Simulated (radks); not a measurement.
The numbers below are computed, except where a source is named.
Ionisation of the lutetium ion Lu3+, [Xe] 4f14, to Lu4+, [Xe] 4f13, under several functionals. Scalar-relativistic Kohn-Sham, spin-unpolarised, spherical densities, finite nucleus; a radial shooting solver on a logarithmic mesh with Libxc functionals.

functional                                      E(Lu3+) (hartree)  Exc (hartree)  IE (eV)  -e(HOMO) (eV)  <r> HOMO (bohr)  IE error (eV)
HCTH/407                                              -14568.6463      -308.5344   47.989         37.332           0.7099         +2.740
Wu-Cohen GGA                                          -14558.8997      -298.3877   46.778         36.262           0.7163         +1.529
exchange-only B88                                     -14557.1593      -296.6000   45.281         34.822           0.7179         +0.032
exchange-only r2SCAN                                  -14557.3656      -295.8059   45.147         34.608           0.7153         -0.102
LDA (Slater exchange, Perdew-Wang correlation)        -14551.1365      -290.6253   47.093         36.574           0.7161         +1.844

NIST Atomic Spectra Database: 45.25 eV (semi-empirical). Closest: exchange-only B88. The Delta-SCF values span 2.84 eV, the total energies 17.51 hartree. The highest occupied level is 4f. Spin polarisation and multiplet splitting are left out, so open shells lie too high by an amount that depends on their filling. Spin-orbit splitting is averaged out at the scalar-relativistic level.

Beside tabulated values, note that spin-unpolarised runs miss the spin-polarisation part of the exchange energy of open shells.
